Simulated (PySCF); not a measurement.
## From computed data to an observable: chemical shift, span and skew from a shielding tensor

C4H3ClF2, SMILES CC(Cl)=C=C(F)F. Atoms are numbered in the order given.

```xyz
10

C      1.6996    -1.6367     0.0000
C      0.3776    -0.9299     0.0000
Cl    -1.0068    -2.0323     0.0000
C      0.1793     0.3640     0.0000
C     -0.0208     1.6538     0.0000
F     -0.1324     2.4069    -1.0811
F     -0.1324     2.4069     1.0811
H      1.7798    -2.2842    -0.8876
H      1.7798    -2.2842     0.8876
H      2.5260    -0.9134     0.0000
```
Charge 0, spin multiplicity 1.

Geometry: B3LYP-D3(BJ)/def2-SVP. This is a generated structure with no PubChem entry under its InChIKey; it may be hypothetical.

GIAO shieldings from PBE/pcSseg-1 (PySCF), non-relativistic, no solvent. The symmetric part of the tensor of F6 has the principal values 216.1, 226.9, 250.8 ppm. The same nucleus in CFCl3 has σ = 133.6 ppm at this level (PySCF, at its B3LYP-D3(BJ)/def2-TZVP geometry). Without spin–orbit terms, shifts of atoms bonded to Cl or Br come out too high.

Task: Work out the isotropic shielding, the ¹⁹F shift against CFCl3, the span and the skew.

Result: 
σ(iso) = (σ11 + σ22 + σ33)/3 = 231.3 ppm. δ = σ(ref) − σ(iso) = 133.6 − (231.3) = -97.7 ppm.
Span Ω = σ33 − σ11 = 34.7 ppm. Skew κ = 3(σ(iso) − σ22)/Ω = 0.38. Tumbling in solution averages the tensor to δ; in a static solid the shielding alone would spread this spin-1/2 line over Ω.
